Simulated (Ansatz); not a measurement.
# quartet N: levels of theory in one basis

A single N atom.

Basis set: 6-31G* (spherical functions). Correlated methods keep 1 orbital frozen. Correlation on ROHF uses semicanonical orbitals with singles. Charge 0, multiplicity 4.

Computed with Ansatz (development build ahead of 0.2.0); each method stands on the lowest determinant of its kind that the runs found.

| method | E − E(ROHF) (eV) | <S²> of the determinant |
| --- | --- | --- |
| ROHF | 0.00 | 3.75 |
| UHF | -0.08 | 3.75 |
| ROHF-MP2 | -1.98 | – |
| UHF-MP2 | -1.99 | 3.75 |
| ROHF-CCSD | -2.43 | – |
| UHF-CCSD | -2.43 | 3.75 |
| ROHF-CCSD(T) | -2.45 | – |
| UHF-CCSD(T) | -2.45 | 3.75 |
| ROHF-CCSDT | -2.45 | – |
| UHF-CCSDT | -2.46 | 3.75 |
| UHF-CCSDT(Q) | -2.46 | 3.75 |
| full CI (lowest root of this spin) | -2.45 | – |

Problem. Is a single determinant a sound starting point here?

Solution. By this sign, yes. Unrestricted orbitals gain 0.08 eV and <S²> is 3.75 against 3.75 for a pure state.
